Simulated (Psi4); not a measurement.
Psi4 input (wB97X-D/6-311+G**):

```
memory 1500 MB

molecule {
1 1
F     2.27473807   -0.27201736   -0.01841880
B     1.06402718   -0.12723833   -0.00861554
B    -0.68855888    0.08233914    0.00557533
F    -1.10369992    1.29599113    0.10199446
F    -1.37963165   -0.99902978   -0.08188666
symmetry c1
no_reorient
no_com
}

set {
  basis 6-311+G**
  reference rks
  scf_type pk
  dft_radial_points 99
  dft_spherical_points 590
  e_convergence 1e-8
  d_convergence 1e-7
  maxiter 150
}

e = energy('wb97x-d')
print_out(f'\nFINAL {e:.10f} DIPOLE {variable("CURRENT DIPOLE")[0]:.6f} {variable("CURRENT DIPOLE")[1]:.6f} {variable("CURRENT DIPOLE")[2]:.6f}\n')
```

Output:

```
   => Loading Basis Set <=

    Name: 6-311+G**
    Role: ORBITAL
    Keyword: BASIS
    atoms 1, 4-5 entry F          line   192 file 6-311pgss.gbs
    atoms 2-3    entry B          line   108 file 6-311pgss.gbs

   => WB97X-D: Empirical Dispersion <=

    Chai and Head-Gordon Dispersion Correction
    Chai, J.-D.; Head-Gordon, M. (2010), J. Chem. Phys., 132: 6615-6620

        s6 =       1.000000

         ---------------------------------------------------------
                                   SCF
               by Justin Turney, Rob Parrish, Andy Simmonett
                          and Daniel G. A. Smith
                              RKS Reference
         ---------------------------------------------------------

  ==> Geometry <==

    Molecular point group: c1
    Full point group: C1

    Geometry (in Angstrom), charge = 1, multiplicity = 1:

       Center              X                  Y                   Z               Mass
    ------------   -----------------  -----------------  -----------------  -----------------
         F            2.274738070000    -0.272017360000    -0.018418800000    18.998403162730
         B            1.064027180000    -0.127238330000    -0.008615540000    11.009305360000
         B           -0.688558880000     0.082339140000     0.005575330000    11.009305360000
         F           -1.103699920000     1.295991130000     0.101994460000    18.998403162730
         F           -1.379631650000    -0.999029780000    -0.081886660000    18.998403162730

  Running in c1 symmetry.

  Rotational constants: A =      0.33004  B =      0.09520  C =      0.07389 [cm^-1]
  Rotational constants: A =   9894.28188  B =   2853.98133  C =   2215.05434 [MHz]
  Nuclear repulsion =  131.866157779886009

  Charge       = 1
  Multiplicity = 1
  Electrons    = 36
  Nalpha       = 18
  Nbeta        = 18

  ==> Algorithm <==

  SCF Algorithm Type is PK.
  DIIS enabled.
  MOM disabled.
  Fractional occupation disabled.
  Guess Type is SAD.
  Energy threshold   = 1.00e-08
  Density threshold  = 1.00e-07
  Integral threshold = 1.00e-12

  ==> Primary Basis <==

  Basis Set: 6-311+G**
    Blend: 6-311+G**
    Number of shells: 50
    Number of basis functions: 110
    Number of Cartesian functions: 115
    Spherical Harmonics?: true
    Max angular momentum: 2

  ==> DFT Potential <==

   => LibXC <=

    Version 7.1.2
    S. Lehtola, C. Steigemann, M. J. T. Oliveira, and M. A. L. Marques,  SoftwareX 7, 1–5 (2018) (10.1016/j.softx.2017.11.002)

   => Composite Functional: WB97X-D <=

    wB97X-D Hyb-GGA Exchange-Correlation Functional

    J.-D. Chai and M. Head-Gordon,  Phys. Chem. Chem. Phys. 10, 6615–6620 (2008) (10.1039/B810189B)

    Deriv               =              1
    GGA                 =           TRUE
    Meta                =          FALSE

    Exchange Hybrid     =           TRUE
    MP2 Hybrid          =          FALSE

   => Exchange-Correlation Functionals <=

    1.0000   wB97X-D range-separated functional

   => Exact (HF) Exchange <=

    0.7780            HF,LR [omega = 0.2000]
    0.2220               HF

   => LibXC Density Thresholds  <==

    XC_HYB_GGA_XC_WB97X_D:  1.00E-14

   => Molecular Quadrature <=

    Radial Scheme          =       TREUTLER
    Pruning Scheme         =           NONE
    Nuclear Scheme         =       TREUTLER

    Blocking Scheme        =         OCTREE
    BS radius alpha        =              1
    Pruning alpha          =              1
    Radial Points          =             99
    Spherical Points       =            590
    Total Points           =         284378
    Total Blocks           =           2136
    Max Points             =            256
    Max Functions          =            103
    Weights Tolerance      =       1.00E-15

  ==> Integral Setup <==

  Using in-core PK algorithm.
   Calculation information:
      Number of atoms:                   5
      Number of AO shells:              50
      Number of primitives:             95
      Number of atomic orbitals:       115
      Number of basis functions:       110

      Integral cutoff                 1.00e-12
      Number of threads:                 1

  Performing in-core PK
  Using 55915695 doubles for integral storage.
  We computed 687242 shell quartets total.
  Whereas there are 813450 unique shell quartets.

  Computing range-separated integrals for PK
  We computed 687242 wK shell quartets total.
  Whereas there are 813450 wK unique shell quartets.

  ==> DiskJK: Disk-Based J/K Matrices <==

    J tasked:                  Yes
    K tasked:                  Yes
    wK tasked:                 Yes
    Omega:               2.000E-01
    Schwarz Cutoff:          1E-12


  Cached 14.3% of DFT collocation blocks in 0.095 [GiB].

  Minimum eigenvalue in the overlap matrix is 1.9220087623E-04.
  Reciprocal condition number of the overlap matrix is 2.7420706509E-05.
    Using symmetric orthogonalization.

  ==> Pre-Iterations <==

  SCF Guess: Superposition of Atomic Densities via on-the-fly atomic UHF (no occupation information).

   -------------------------
    Irrep   Nso     Nmo
   -------------------------
     A        110     110
   -------------------------
    Total     110     110
   -------------------------

  ==> Iterations <==

                        Total Energy        Delta E     RMS |[F,P]|

   @RKS iter SAD:  -348.40804538492353   -3.48408e+02   0.00000e+00
   @RKS iter   1:  -348.93469467095673   -5.26649e-01   4.91083e-03 ADIIS/DIIS
   @RKS iter   2:  -348.90199028599517    3.27044e-02   6.07352e-03 ADIIS/DIIS
   @RKS iter   3:  -349.02360899132174   -1.21619e-01   2.78227e-04 ADIIS/DIIS
   @RKS iter   4:  -349.02388122185687   -2.72231e-04   1.89912e-04 ADIIS/DIIS
   @RKS iter   5:  -349.02399875797283   -1.17536e-04   4.05295e-05 DIIS
   @RKS iter   6:  -349.02400699314728   -8.23517e-06   8.50854e-06 DIIS
   @RKS iter   7:  -349.02400757774319   -5.84596e-07   1.42715e-06 DIIS
   @RKS iter   8:  -349.02400761351561   -3.57724e-08   1.94938e-07 DIIS
   @RKS iter   9:  -349.02400761415970   -6.44093e-10   3.34369e-08 DIIS
  Energy and wave function converged.

  ==> Post-Iterations <==

   Electrons on quadrature grid:
      Ntotal   =   36.0000002535 ; deviation = 2.535e-07

    Orbital Energies [Eh]
    ---------------------

    Doubly Occupied:

       1A    -25.197496     2A    -25.078743     3A    -25.078737
       4A     -7.310088     5A     -7.249948     6A     -1.713677
       7A     -1.600968     8A     -1.581818     9A     -1.006083
      10A     -0.934383    11A     -0.915929    12A     -0.915650
      13A     -0.884075    14A     -0.882874    15A     -0.835661
      16A     -0.777242    17A     -0.770215    18A     -0.739424

    Virtual:

      19A     -0.292601    20A     -0.257811    21A     -0.153885
      22A     -0.103915    23A     -0.097740    24A     -0.066586
      25A     -0.060549    26A     -0.048748    27A     -0.023167
      28A     -0.022227    29A     -0.022103    30A      0.024259
      31A      0.078691    32A      0.125870    33A      0.142128
      34A      0.143126    35A      0.153339    36A      0.160763
      37A      0.166577    38A      0.190297    39A      0.202320
      40A      0.204912    41A      0.220642    42A      0.225383
      43A      0.250645    44A      0.260577    45A      0.286195
      46A      0.292938    47A      0.315423    48A      0.371724
      49A      0.422080    50A      0.438676    51A      0.472734
      52A      0.486146    53A      0.521258    54A      0.555240
      55A      0.580995    56A      0.658239    57A      0.824260
      58A      0.841464    59A      1.003815    60A      1.032617
      61A      1.073335    62A      1.082944    63A      1.105975
      64A      1.158485    65A      1.159788    66A      1.163917
      67A      1.226065    68A      1.227691    69A      1.230526
      70A      1.337912    71A      1.389616    72A      1.557204
      73A      1.564819    74A      1.627664    75A      1.703233
      76A      1.737614    77A      1.805087    78A      1.852306
      79A      1.922903    80A      2.171140    81A      2.335823
      82A      3.512954    83A      3.514966    84A      3.592247
      85A      3.603284    86A      3.615615    87A      3.662816
      88A      3.738958    89A      3.778280    90A      3.834715
      91A      3.923123    92A      3.942433    93A      4.033361
      94A      4.249483    95A      4.306179    96A      4.407234
      97A      6.040814    98A      6.051057    99A      6.114203
     100A      6.136805   101A      6.161709   102A      6.186964
     103A      6.262087   104A      6.368063   105A      6.455249
     106A     14.400389   107A     14.593821   108A     66.563924
     109A     66.662643   110A     66.665789

    Final Occupation by Irrep:
              A
    DOCC [    18 ]
    NA   [    18 ]
    NB   [    18 ]

  @RKS Final Energy:  -349.02400761415970

   => Energetics <=

    Nuclear Repulsion Energy =            131.8661577798860094
    One-Electron Energy =                -735.8409162070111051
    Two-Electron Energy =                 282.6779218156069646
    DFT Exchange-Correlation Energy =     -27.7263632629888122
    Empirical Dispersion Energy =          -0.0008077396527389
    VV10 Nonlocal Energy =                  0.0000000000000000
    Total Energy =                       -349.0240076141597001

Computation Completed

Properties will be evaluated at   0.000000,   0.000000,   0.000000 [a0]

Properties computed using the SCF density matrix

 Multipole Moments:

 ------------------------------------------------------------------------------------
     Multipole            Electronic (a.u.)      Nuclear  (a.u.)        Total (a.u.)
 ------------------------------------------------------------------------------------

 L = 1.  Multiply by 2.5417464519 to convert [e a0] to [Debye]
 Dipole X            :          1.4009226            0.0000000            1.4009226
 Dipole Y            :         -0.1675248           -0.0000001           -0.1675249
 Dipole Z            :         -0.0113433           -0.0000001           -0.0113434
 Magnitude           :                                                    1.4109491

 ------------------------------------------------------------------------------------

FINAL -349.0240076142 DIPOLE 1.400923 -0.167525 -0.011343

*** Psi4 exiting successfully. Buy a developer a beer!
```

The dipole moment of an ion depends on the origin.
